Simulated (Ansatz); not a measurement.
## Ansatz (development build ahead of 0.2.0) run

```yaml
crystal:
  periodic: [false, false, false]
  atoms:
    - { symbol: H, position_ang: [0.99759, -0.00995, -0.00674] }
    - { symbol: H, position_ang: [0.50199, 0.87127, -0.00113] }
    - { symbol: H, position_ang: [-0.49195, 0.87051, -0.00241] }
    - { symbol: H, position_ang: [-0.99862, -0.00418, -0.00877] }
    - { symbol: H, position_ang: [-0.50421, -0.86684, 0.00755] }
    - { symbol: H, position_ang: [0.50032, -0.87569, 0.00644] }
basis:
  gaussian: { orbitals: cc-pVDZ }
hamiltonian:
  xc: hf
```

The input is written out in the form of the current development build from the run's settings.

Results

```yaml
Converged: yes
Total_energy: -3.24956 hartree
Spin_squared_of_the_determinant: 0.000
```

Caution: stretched shape with no unrestricted run beside it, a lower state can exist.
